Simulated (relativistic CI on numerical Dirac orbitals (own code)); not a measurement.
**Hyperfine structure of Pm¹²⁺, mass number 147**

Calculated at this level of theory: Dirac-Coulomb-Breit CI, orbitals from a KLI potential per configuration, model QED, unscaled Slater integrals (own radial code, finite nucleus).

Configuration list (outside the closed core [Kr]): 4d10.4f.5s2, 4d10.4f3, 4d10.4f2.5s, 4d10.5s2.5p, 4d10.4f.5s.5p, 4d10.4f2.5p, 4d10.5s.5p2, 4d10.4f.5s.5d, 4d10.5s2.5d, 4d10.4f2.5d, 4d10.4f.5s.5f, 4d10.4f.5p.5d, 4d9.4f2.5s2, 4d10.4f.5p2, 4d10.5p3, 4d10.5p2.5d, 4d10.4f.5d2, 4d10.5p.5d2, 4d10.5d3, 4d10.5s.5p.5d, 4d10.5p.5d.5f. Double excitations out of closed p, d and f shells are left out; levels of such configurations are missing from the list, as are those of other unlisted configurations, and high levels can miss mixing partners. Some configurations lack a partner that the ground configuration has and come out too high, among them 4d9.4f2.5s2.

Nuclear spin I = 7/2, μ = 2.58 μN, Q = 0.74 b (tables of Stone and Pyykkö). The electronic factors are computed for point nuclear moments, without core polarisation or the Bohr-Weisskopf and QED corrections.

```tsv
Level	E (cm⁻¹)	A (MHz)	B (MHz)
4d10.4f.5s2 2F°_5/2	0.0	846.8	870
4d10.4f.5s2 2F°_7/2	4922.1	473.5	990
4d10.4f2.5s 4H_7/2	71669.6	-9141	793
4d10.4f2.5s 4H_9/2	73521.5	2700	774
4d10.4f2.5s 4H_11/2	76108.2	6091	852
4d10.4f2.5s 4H_13/2	79083.7	7383	985
4d10.4f2.5s 4F_3/2	81090.8	-17150	-170
4d10.4f2.5s 4F_5/2	82255.3	4618	-174
```

Levels with J = 0, under 50 % of one LS term, or S terms without an open s electron are left out. Small factors come from cancelling terms and can be off by tens of per cent or more.

At this charge transitions that keep the count of f electrons are usually good to a few per cent. Terms inside the open d or f shell come out 10 to 20 % too wide with unscaled integrals. Levels and lines within the n = 5 or 6 shells can be off by up to 10 % or somewhat more, and those that change n by about 2 %, since core polarisation is missing. Levels that differ in their count of f electrons can be misplaced by several ten thousand cm⁻¹, since the correlation energy of f electrons is missing or only estimated; rates across such gaps can be off by orders of magnitude.

Give the hyperfine levels of 4d10.4f.5s2 2F°_5/2 relative to its centre of gravity.

With K = F(F + 1) − I(I + 1) − J(J + 1), E = AK/2 + B[¾K(K + 1) − I(I + 1)J(J + 1)]/[2I(2I − 1)J(2J − 1)]: F = 1: -9061, F = 2: -7616, F = 3: -5355, F = 4: -2166, F = 5: 2099, F = 6: 7627 MHz.

LS names give the leading component of a level, which can be under half, so a name can repeat, a term be missing and a line seem to break the LS rules.
